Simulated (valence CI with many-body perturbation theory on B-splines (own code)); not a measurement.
**Energy levels of I³⁺**

Computed by relativistic CI+MBPT: four valence electrons over a frozen Dirac-Fock core [Kr] 4d10, a basis of 11 s, 11 p, 10 d, 8 f, 5 g, 2 h functions for each j, with the one-electron correlation potential Σ1 (screened to all orders), the two-electron term Σ2, the three-electron term Σ3, Breit, model QED; selected single and double excitations, second order for the rest (own B-spline code, finite nucleus).

No measured spectrum was set against this ion. As an estimate, levels hold to about 250 cm⁻¹ or 0.2 % of their energy and the worst to 1 %, as in measured heavy ions of charge 2 to 7; those with d or f electrons hold less well. Among the levels kept, up to 760 cm⁻¹ of a level comes from second order outside the variational space, and about a tenth of that is noise between levels of different J, which matters for small intervals.

Levels 136 to 180 of 197, with energies above the lowest level, 5s²5p² ³P_0. "Leading %" is the weight of the configuration and term that name the level; weights of strongly mixed levels are sums over their largest components and can fall short. Lifetimes count E1, E2, E3, M1 and M2 decay at the calculated energies, and are blank where another channel may lead or the interval is too uncertain; long ones can be off by a factor of two.

```tsv
No.	Configuration	Term	J	E (cm⁻¹)	Leading %	g	Lifetime
136	5s5p²5d	³D	3	252479	45	1.239	164 ps
137	5s²5p5f	¹G	4	252848	58	1.043	448 ps
138	5s5p²5d	³P	2	252923	41	1.405	90.6 ps
139	5s²5p5g	³F°	4	253204	46	1.130	956 ps
140	5s²5p5g	³H°	4	253254	63	0.881	902 ps
141	5s²5p5g	³G°	3	253268	48	0.893	980 ps
142	5s²5p5g	³H°	5	253302	36	1.078	942 ps
143	5s²5p7p	¹S	0	253835	74		2.81 ns
144	5s5p²5d	³S	1	256622	46	1.345	94.9 ps
145	5s5p²6p	⁵D°	0	256748	87		1.03 ns
146	5s5p²6s	³D	2	257103	38	1.151	141 ps
147	5s5p²6p	⁵D°	1	257115	55	1.686	1.02 ns
148	5s²5p7d	³F°	2	257752	62	0.720	1.83 ns
149	5s5p²6s	³D	1	257936	46	0.965	125 ps
150	5s²5p7d	³P°	2	258402	37	1.213	1.51 ns
151	4f5s5p²	⁵G°	2	258582	68	0.503	1.59 ns
152	5s²5p7d	³F°	3	258649	42	1.117	1.47 ns
153	5s²5p7d	³D°	1	258744	53	0.798	1.09 ns
154	5s5p²5d	³F	2	259171	44	0.847	91.3 ps
155	5s5p²6s	³D	3	259478	39	1.292	97.2 ps
156	4f5s5p²	⁵G°	3	259603	71	0.988	1.58 ns
157	5s5p²5d	³D	1	259744	40	0.804	127 ps
158	5s²5p8s	³P°	0	260264	95		592 ps
159	5s²5p8s	³P°	1	260402	65	1.341	510 ps
160	5s5p²6p	⁵D°	2	260720	67	1.557	981 ps
161	4f5s5p²	⁵G°	4	260919	50	1.269	1.80 ns
162	5s5p²5d	³D	2	261071	36	1.125	136 ps
163	5s5p²5d	³F	3	261168	35	1.218	129 ps
164	5s5p²6p	³S°	1	261191	47	1.771	1.05 ns
165	5s5p²6s	¹D	2	262559	19	1.031	87.8 ps
166	4f5s5p²	⁵D°	4	264170	45	1.315	2.10 ns
167	4f5s5p²	⁵G°	5	264355	46	1.215	1.30 ns
168	5s5p²6p	⁵D°	3	264510	41	1.408	1.50 ns
169	5s5p²6p	³D°	1	264550	64	1.000	1.22 ns
170	5s²5p5g	¹G°	4	264725	42	0.979	974 ps
171	5s5p²6p	⁵S°	2	264832	31	1.704	1.14 ns
172	5s²5p5g	³G°	5	265015	36	1.198	1.15 ns
173	5s²5p6f	³G	3	265222	66	0.832	1.15 ns
174	5s²5p5g	³F°	4	265262	44	1.158	980 ps
175	5s²5p5g	³G°	3	265280	44	0.931	976 ps
176	5s²5p6f	³D	3	265387	46	1.191	908 ps
177	5s5p²6s	¹D	2	265444	29	0.992	282 ps
178	5s²5p6f	³G	4	265504	38	1.097	1.23 ns
179	5s²5p5g	³H°	6	265705	90	1.174	925 ps
180	5s²5p6f	³F	2	265833	31	0.922	389 ps
```

Names give the largest LS component (configuration and term), which can be under half, so a name can repeat, a term be missing and a line seem to break the LS rules; names also repeat where a configuration has a term twice.

Where two levels of one J and parity lie close, their mixing, g and order are uncertain.
